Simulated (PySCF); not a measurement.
Finite-field polarisability of S (sulfur, neutral)

[Ne] 3s2 3p4, high-spin 3P determinant. Computed with PySCF 2.14 in dyall-av3z, with the spin-free X2C one-electron Hamiltonian (Gaussian nucleus). Frozen: [Ne]. Energy changes in a uniform field (μhartree):

```json
{"axis": "x", "F (au)": "0.0034", "HF": "-102.474", "MP2": "-104.065", "CCSD": "-103.544", "CCSD(T)": "-104.071"}
{"axis": "x", "F (au)": "0.0068", "HF": "-410.015", "MP2": "-416.402", "CCSD": "-414.319", "CCSD(T)": "-416.432"}
{"axis": "y", "F (au)": "0.0031", "HF": "-101.398", "MP2": "-104.569", "CCSD": "-104.116", "CCSD(T)": "-105.038"}
{"axis": "y", "F (au)": "0.0062", "HF": "-405.875", "MP2": "-418.607", "CCSD": "-416.792", "CCSD(T)": "-420.493"}
```

By symmetry the remaining axis equals x.

(1) Derive α along x at CCSD(T) from the two fields.

(2) And the mean polarisability at each level?

Results:

(1) With ΔE = −αF²/2 − γF⁴/24, α = −(16 ΔE(F) − ΔE(2F))/(6F²) = 18.00 bohr³.

(2) The components xx, yy, zz at CCSD(T) are 18.00, 21.85, 18.00, the third axis being equal by symmetry to one of the two computed. Means: HF 18.85, MP2 19.25, CCSD 19.16, CCSD(T) 19.29 bohr³. Reference: 19.4 ± 0.1 bohr³ (recommended; Schwerdtfeger and Nagle, table of static dipole polarizabilities (2023 update)).
